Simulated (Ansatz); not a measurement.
Reaction (cleavage of the Sb–Al bond): `[BH2][AlH][SbH2]` + NH₃ → `[NH2][SbH2]` + `[BH2][AlH2]`

Program: Ansatz. Geometries: PBE0-D4/def2-TZVP. ΔE: electronic, gas phase. CCSD(T)/CBS adds triple-zeta CCSD(T) − MP2 to the extrapolated MP2 energy (def2 sets, frozen cores). This one scheme is used for every species. DFT in def2-TZVPP. HSE06 is defined as in plane-wave codes. Elements past krypton have def2 core potentials. For Sb outer-core shells are correlated without core-valence functions, which leaves a few kJ/mol of doubt a bond.

(1) Is it downhill or uphill in electronic energy at CCSD(T)/CBS, and by how much? (An estimate is asked.)

(2) What do these levels give: B97M-V, HSE06-D4, BHLYP-D4, CAM-B3LYP-D4, B2PLYP, PBE-QIDH, revPBE, PBE0, CCSD/def2-SVP, CCSD(T)/def2-TZVPP, HF/def2-QZVPP, HF/CBS(def2)? (Best estimate.)

Largest T1 diagnostic among the species: 0.014.

Answers

(1) Computed: Uphill: ΔE = +100.8 kJ/mol.

(2) The calculation gave: B97M-V 79.8, HSE06-D4 109.6, BHLYP-D4 97.2, CAM-B3LYP-D4 89.8, B2PLYP 94.8, PBE-QIDH 106.4, revPBE 103.4, PBE0 107.5, CCSD/def2-SVP 103.7, CCSD(T)/def2-TZVPP 98.0, HF/def2-QZVPP 85.2, HF/CBS(def2) 84.9 kJ/mol.

From r2SCAN to r2SCAN0 (25 % exact exchange), in def2-TZVPP and without D4, ΔE moves by +3.9 kJ/mol. Leaving LDA and LC-ωPBE aside and taking each functional with its dispersion term where it has one, the values spread over 29.8 kJ/mol, from B97M-V to HSE06-D4. LDA lies +5.9 kJ/mol from PBE without D4. In def2-TZVPP, CCSD(T) changes the Hartree–Fock value by +10.7 kJ/mol (the triples alone add +1.4 kJ/mol) and MP2 by +14.5 kJ/mol.
